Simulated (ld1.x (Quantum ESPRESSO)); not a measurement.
# What one change does to a pseudopotential (copper (Cu), ultrasoft)

```json
{
  "Element": "Cu",
  "Generator": "ld1.x (Quantum ESPRESSO) 7.5",
  "Type": "ultrasoft",
  "Functional": "PBE",
  "Relativity": "scalar-relativistic",
  "Frozen core": "[Ar]",
  "Valence charge": "11",
  "Reference configuration": "3d10 4s0 4p0 (charge +1)",
  "Partial waves": "4s (bound, empty): rcut 1.90, rcutus 2.45 bohr; 4s channel at 1.6 Ry: rcut 1.90, rcutus 2.45 bohr; 4p (bound, empty): rcut 2.80, rcutus 3.00 bohr; 4p channel at 2.95 Ry: rcut 2.80, rcutus 3.00 bohr; 3d (bound): rcut 0.95, rcutus 1.30 bohr; 3d channel at 3.45 Ry: rcut 0.95, rcutus 1.30 bohr",
  "Local potential": "all-electron potential smoothed inside 2.80 bohr (lloc = -2)",
  "Core correction": "Bessel-smoothed model core inside 1.30 bohr",
  "Augmentation charge": "PSQ, inside the norm-conserving radii"
}
```

Change: all radii but the core radius scaled by about 1.41 (s 3.46, p 4.24, d 1.84 bohr, rcut 2.68/3.96/1.34); local potential all-electron potential smoothed inside 3.96 bohr (lloc = -2).

Cutoffs: the cutoffs (Ry, on a coarse ladder) from which the occupation-weighted sum of valence levels, in a spherical-Bessel basis at the reference potential, stays within 10 and 1 mRy of its value at 400 Ry; they do not see the model core or the augmentation charge, which bear on the density cutoff. Errors are all-electron minus pseudo energies relative to the spin-unpolarised reference configuration.

Q: Predict the effect on cutoff, ghosts and configuration errors.

A: The potential gets softer (70 Ry and 120 Ry → 35 Ry and 50 Ry); the number of tests that count goes from 6 to 7; of the 6 tests that both files solve, the error grows in 5 and shrinks in 0 by more than 15 % and 0.3 meV (median size 54.2 → 71.5 meV); neither file shows a bound ghost at the reference potential, the only one tested. A larger radius leaves more room for a smooth pseudo-wave, so fewer plane waves are needed. More of the atom is replaced by a form fitted at one configuration, so other configurations suffer.

| quantity | base | changed |
| --- | --- | --- |
| cutoff, loose | 70 Ry | 35 Ry |
| cutoff, tight | 120 Ry | 50 Ry |
| bound ghosts | none | none |
| tests counted (converged, no solver errors) | 6 of 7 | 7 of 7 |
| error for 3d10 4s1 4p0, meV [ΔE -8.15 eV] | -13 | -38 |
| error for 3d9 4s0 4p0, meV [ΔE 21.33 eV] | -95 | -174 |
| error for 3d9 4s1 4p1, meV [ΔE -1.34 eV] | -120 | -105 |
| error for 3d9 4s1 4p0, meV [ΔE 3.43 eV] | -109 | -141 |
| error for 3d10 4s0 4p1, meV [ΔE -4.01 eV] | -2.8 | -15 |
| error for 3d10 4s0.5 4p0, meV [ΔE -4.99 eV] | -3.9 | -12 |
| lowest overlap eigenvalue by channel | s 0.54, p 0.74, d 0.27 | s 0.24, p 0.91, d 0.95 |

Base: Tests not counted: 3d8 4s0 4p0 (solver errors, printed error -922 eV).
